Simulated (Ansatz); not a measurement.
Cost and result for the atomization energy of H$_{3}$NOSSiZn (`O[SiH]1[NH][Zn][S]1`) (8 atoms, 8 bonds).

```xyz
8

O     0.2036    1.3178    1.2034
Si    0.2386    0.4529   -0.1921
N     0.4080   -1.2528   -0.0311
Zn   -1.1799   -1.5648   -0.9429
S    -1.6616    0.5536   -1.2714
H    -0.5062    1.1120    1.8150
H     1.3118    1.1216   -0.9604
H     1.1857   -1.7403    0.3794
```

The species carries charge 0 and has multiplicity 1. For Zn the d shell is correlated and the shells below it are frozen. Scalar relativity is left out up to krypton. The structure was optimised at the PBE0-D4/def2-TZVP level. It is one conformer, not always the lowest. Program: Ansatz. All runs use 4 threads of an Arm Neoverse V2 on a shared host. Times are those of one run each, without the atoms' runs, and a repeat can differ threefold. Electronic energies, without spin–orbit coupling; frozen cores. CCSD(T)/CBS adds CCSD(T) − MP2 in def2-TZVPP to the MP2 limit, and its time is that of the two runs behind it. T1 = 0.017. With those shells the extrapolation isn't a true limit.

CCSD(T)/CBS is a level of theory with its own doubt, some kJ/mol a heavy atom from the limit and from the frozen cores, so smaller differences don't rank the functionals.

| level | functions | wall time | atomization (kcal/mol) | difference from CCSD(T)/CBS | per bond |
| --- | --- | --- | --- | --- | --- |
| LDA (SPW92)/def2-TZVPP | 252 | 1.6 s | 723.5 | 102.9 | 12.9 |
| revPBE-D4/def2-TZVPP | 252 | 2.9 s | 608.7 | -11.9 | -1.5 |
| PBE0-D4/def2-TZVPP | 252 | 4.9 s | 613.8 | -6.8 | -0.8 |
| BHLYP-D4/def2-TZVPP | 252 | 5.5 s | 586.0 | -34.6 | -4.3 |
| CAM-B3LYP-D4/def2-TZVPP | 252 | 5.5 s | 613.4 | -7.2 | -0.9 |
| CCSD(T)/def2-SVP | 110 | 6 s | 548.9 | -71.7 | -9.0 |
| B2PLYP/def2-TZVPP | 252 | 7.5 s | 604.5 | -16.1 | -2.0 |
| PBE-QIDH/def2-TZVPP | 252 | 7.5 s | 612.8 | -7.8 | -1.0 |
| r2SCANh-D4/def2-TZVPP | 252 | 8 s | 614.7 | -5.9 | -0.7 |
| B97M-V/def2-TZVPP | 252 | 12 s | 617.5 | -3.1 | -0.4 |
| MP2/def2-QZVPP | 444 | 26 s | 633.2 | 12.6 | 1.6 |
| CCSD(T)/def2-TZVPP | 252 | 3.4 min | 594.1 | -26.5 | -3.3 |
| CCSD(T)/CBS(def2) | – | 3.8 min | 620.6 | 0.0 | 0.0 |

From r2SCAN to r2SCAN0 (25 % exact exchange), in def2-TZVPP and without D4, the atomization energy moves by −15.7 kcal/mol: exact exchange takes away binding that semilocal exchange gives to molecules. The D4 term adds +9.7 kcal/mol with B3LYP and +5.0 kcal/mol with PBE0; it sums over pairs of atoms, weighted by their polarisabilities, and B3LYP, whose exchange is more repulsive, gets the larger term. In def2-TZVPP, CCSD(T) changes the Hartree–Fock value by +192.4 kcal/mol (the triples alone add +14.8 kcal/mol) and MP2 by +215.1 kcal/mol; breaking electron pairs costs correlation energy, which Hartree–Fock lacks.

B3LYP here is the variant with VWN-RPA as its local correlation; programs differ in this.
